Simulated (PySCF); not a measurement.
Calculation: PySCF with M06-2X/def2-TZVP. Gas-phase values, no solvent. One relaxed conformer stands for a flexible species; it need not be the lowest. Excitations are Tamm–Dancoff values on a coarser integration grid. The basis has no diffuse functions, so Rydberg states are missing or too high.

Reference species (SMILES): `C=C(CC)B` (neutral, multiplicity 1).

| Property | Result |
|---|---|
| HOMO–LUMO gap | 8.04 eV |
| S1–T1 gap (TDA) | 1.46 eV |
| HOMO | -9.05 eV |

Changed species: `B/C(C)=C\C`.

Task: Give the shifts of the HOMO–LUMO gap, S1–T1 gap (TDA) and HOMO.

Result: the HOMO–LUMO gap decreases by 0.44 eV, to 7.60 eV; the S1–T1 gap (TDA) rises by 0.26 eV, to 1.72 eV; the HOMO increases by 0.51 eV, to -8.54 eV.
